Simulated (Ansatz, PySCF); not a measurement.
Gas-phase reaction in SMILES: CC[Si](Cl)(Cl)CC + 2 C (CH4) + 3 [SiH4] (SiH4) → 2 CC (C2H6) [ethane] + 2 C[SiH3] [methylsilane] + 2 [SiH3]Cl [chlorosilane]
Each molecule is optimised on its own at B3LYP-D3(BJ)/def2-TZVP (Ansatz, a quantum-chemistry and plane-wave program), one conformer each, not searched for the lowest. Frequencies are from Ansatz or PySCF.

Property: bond separation energy (enthalpy at 298 K, with B3LYP-D3(BJ) rigid-rotor harmonic-oscillator terms), in kcal/mol. Correlated levels leave the core frozen unless marked. Spin-orbit coupling is left out. No relativistic terms. Basis-set limits of correlation are two-point, X^-3; Hartree-Fock from the larger set. The bracket is a focal-point correction in the basis named.

```csv
level,program,bond separation energy (kcal/mol)
B97M-V/def2-TZVPD,Ansatz,11.0
PBE0/6-31G*,Ansatz,8.7
PBE0/def2-TZVPD,Ansatz,[?]
BHLYP-D3(BJ)/def2-TZVPD,Ansatz + dftd3,9.7
r2SCANh/def2-TZVPD,Ansatz,[?]
HSE06-D4/def2-TZVPD,Ansatz + dftd4,10.3
CAM-B3LYP/def2-TZVPD,Ansatz,[?]
SCS-MP2/STO-3G,Ansatz,3.4
SCS-MP2/6-31G,Ansatz,13.3
CCSD/cc-pV(T+d)Z,Ansatz,[?]
"RI-MP2/CBS(cc-pV(T+d)Z,cc-pV(Q+d)Z)+[CCSD(T)-MP2]/cc-pV(T+d)Z",Ansatz,10.3
```

Task: Fill in the missing entries.

Result: 
- PBE0/def2-TZVPD, bond separation energy (kcal/mol): 6.8
- r2SCANh/def2-TZVPD, bond separation energy (kcal/mol): 9.0
- CAM-B3LYP/def2-TZVPD, bond separation energy (kcal/mol): 6.1
- CCSD/cc-pV(T+d)Z, bond separation energy (kcal/mol): 8.8
